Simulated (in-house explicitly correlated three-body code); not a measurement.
Computed with an exponentially correlated three-body code. Model: two electrons around a point charge, non-relativistic, variational in 260 exponentially correlated functions (energies converged to about 1e-7 hartree, or 1e-8 relative for large Z).

Command:
```bash
python run_hyl.py task.json out
```
Settings (lengths in bohr, energies in hartree):
```
Z                      1.5
screening              0.3
interaction_strength   1
functions              260
states_tried           13
```

Cost of the run: 26 s on 1 thread of AMD EPYC 9R45 96-Core Processor (Zen 5), on a shared host.

**Those bound S and P states to n = 4 that converged, binding against the one-electron ion.**

Given: nuclear charge 1.5; Yukawa screening of all interactions 0.3 1/bohr.

Computed: one-electron threshold -0.735319151 hartree.

```
term  energy (hartree)  binding (eV)
1 1S      -0.945381572        5.7161
```

**Converged states only, values per electron or pair (inverse distances are <exp(-kr)/r>).**

| term | mean r (bohr) | mean r squared (bohr²) | mean inverse r (1/bohr) | mean r12 (bohr) | mean inverse r12 (1/bohr) | mean cosine | mean p1 dot p2 (bohr⁻²) | delta r1 (bohr⁻³) | delta r12 (bohr⁻³) |
| --- | --- | --- | --- | --- | --- | --- | --- | --- | --- |
| 1 1S | 1.4172 | 2.8868 | 0.90882 | 2.2055 | 0.38933 | -0.076194 | 0.081585 | 0.64992 | 0.026225 |
